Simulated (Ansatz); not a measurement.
Cost and result for the atomization energy of `[F][Ge]1([SH])[CH2][NH]1` (9 atoms, 9 bonds).

```xyz
9

F    -0.5460   -1.4642    1.7160
Ge   -0.2662   -0.1737    0.5993
S    -1.1386    1.6787    1.3539
C     0.9079   -0.3806   -0.8813
N    -0.5493   -0.6538   -1.1468
H    -0.3301    1.7333    2.4268
H     1.3485    0.5185   -1.3074
H     1.5439   -1.2576   -0.9649
H    -0.9701   -0.0008   -1.7955
```

The species carries charge 0 and has multiplicity 1. Correlated methods include outer-core shells of Ge, which these sets cover unevenly. Scalar relativity is left out up to krypton. The geometry is a stationary point of PBE0-D4/def2-TZVP. It is one conformer, not always the lowest. Program: Ansatz. All runs use 4 threads of an Arm Neoverse V1 on a shared host. Times are those of one run each, without the atoms' runs, and a repeat can differ threefold. Electronic energies, without spin–orbit coupling; frozen cores. CCSD(T)/CBS adds CCSD(T) − MP2 in def2-TZVPP to the MP2 limit, and its time is that of the two runs behind it. T1 = 0.012. With those shells the extrapolation isn't a true limit. B3LYP takes the VWN-RPA correlation (the form of Gaussian; ORCA's B3LYP/G).

CCSD(T)/CBS is a level of theory with its own doubt, some kJ/mol a heavy atom from the limit and from the frozen cores, so smaller differences don't rank the functionals.

```tsv
level	functions	wall time	atomization (kJ/mol)	difference from CCSD(T)/CBS	per bond
LDA (SPW92)/def2-TZVPP	239	1.4 s	3575.5	536.5	59.6
revPBE-D4/def2-TZVPP	239	2.3 s	3027.8	-11.2	-1.2
BLYP-D4/def2-TZVPP	239	2.3 s	3029.5	-9.5	-1.0
BHLYP-D4/def2-TZVPP	239	3.9 s	2880.1	-158.9	-17.6
B3LYP-D4/def2-TZVPP (with forces)	239	5.5 s	3009.8	-29.2	-3.2
r2SCAN-D4/def2-TZVPP (with forces)	239	6 s	3040.4	1.4	0.2
r2SCANh-D4/def2-TZVPP	239	6.5 s	3007.6	-31.4	-3.5
CCSD(T)/def2-SVP	112	8.5 s	2779.7	-259.3	-28.8
ωB97X-V/def2-TZVPP	239	9 s	3051.8	12.8	1.4
ωB97M-V/def2-TZVPP (with forces)	239	13 s	3033.3	-5.7	-0.6
MP2/def2-QZVPP	450	24 s	3074.9	35.9	4.0
CCSD(T)/def2-TZVPP	239	3.7 min	2942.1	-96.9	-10.8
CCSD(T)/CBS(def2)	–	4.1 min	3039.0	0.0	0.0
```

The D4 term adds +33.6 kJ/mol with B3LYP and +17.6 kJ/mol with PBE0; it sums over pairs of atoms, weighted by their polarisabilities, and B3LYP, whose exchange is more repulsive, gets the larger term. At CCSD(T), def2-SVP lies −259.3 kJ/mol from the extrapolated value and def2-TZVPP −96.9 kJ/mol: correlation converges slowly with the basis, and small sets miss more of it in the bonded molecule than in its fragments. From BLYP to BHLYP (50 % exact exchange), in def2-TZVPP and without D4, the atomization energy moves by −131.8 kJ/mol: exact exchange takes away binding that semilocal exchange gives to molecules.

For some Ge, Se and Sn compounds the MP2-based and the directly extrapolated limit differ by 10 to 25 kJ/mol.
